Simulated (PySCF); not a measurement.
## Molecular orbitals of HfP

M06 at R = 2.195 Å; PySCF, scalar-relativistic core potentials, basis sets Hf def2-TZVPP with ECP60, P def2-TZVPP. State: ²Σ⁺ (doublet), unpaired electrons σ ↑. Only the outer orbitals are listed, counted within each symmetry, core potentials removing the inner ones.

| spin | orbital | occ. | ε (eV) | on Hf (%) | main shells (%) |
| --- | --- | --- | --- | --- | --- |
| α | 2π | 1 | -36.43 | 100 | 100 Hf p |
| α | 2π | 1 | -36.43 | 100 | 100 Hf p |
| α | 5σ | 1 | -36.14 | 97 | 98 Hf p |
| α | 6σ | 1 | -14.29 | 13 | 87 P s |
| α | 7σ | 1 | -6.64 | 46 | 48 P p, 36 Hf s |
| α | 3π | 1 | -6.06 | 41 | 57 P p, 38 Hf d |
| α | 3π | 1 | -6.06 | 41 | 57 P p, 38 Hf d |
| α | 8σ | 1 | -5.61 | 90 | 45 Hf s, 43 Hf d, 9 P p |
| α | 1δ | 0 | -2.39 | 99 | 99 Hf d |
| α | 1δ | 0 | -2.39 | 99 | 99 Hf d |
| α | 4π | 0 | -1.77 | 86 | 48 Hf p, 38 Hf d, 14 P p |
| β | 2π | 1 | -36.22 | 100 | 100 Hf p |
| β | 2π | 1 | -36.22 | 100 | 100 Hf p |
| β | 5σ | 1 | -35.70 | 97 | 97 Hf p |
| β | 6σ | 1 | -14.03 | 13 | 87 P s |
| β | 7σ | 1 | -6.29 | 54 | 45 Hf s, 41 P p |
| β | 3π | 1 | -5.89 | 40 | 58 P p, 37 Hf d |
| β | 3π | 1 | -5.89 | 40 | 58 P p, 37 Hf d |
| β | 8σ | 0 | -3.48 | 79 | 40 Hf s, 36 Hf d, 20 P p |
| β | 1δ | 0 | -2.19 | 99 | 99 Hf d |
| β | 1δ | 0 | -2.19 | 99 | 99 Hf d |

Which are the highest filled and the lowest empty level, where do they sit, and how wide is the gap?

Highest filled α 8σ at -5.61 eV (in %: 45 Hf s, 43 Hf d, 9 P p); lowest empty β 8σ at -3.48 eV (in %: 40 Hf s, 36 Hf d, 20 P p); the gap at M06 is 2.13 eV.

```json
{
  "bond order (Mayer)": "3.09",
  "⟨S²⟩": "0.752",
  "charge on Hf (Mulliken, basis-dependent)": "0.28",
  "charge on Hf (Löwdin, basis-dependent)": "-0.18",
  "dipole moment (positive dipole means Hf(−)P(+))": "-4.50 D"
}
```

Spin–orbit coupling is left out. With d or f electrons several states lie close, and the lowest PBE0 determinant need not be the measured ground state.
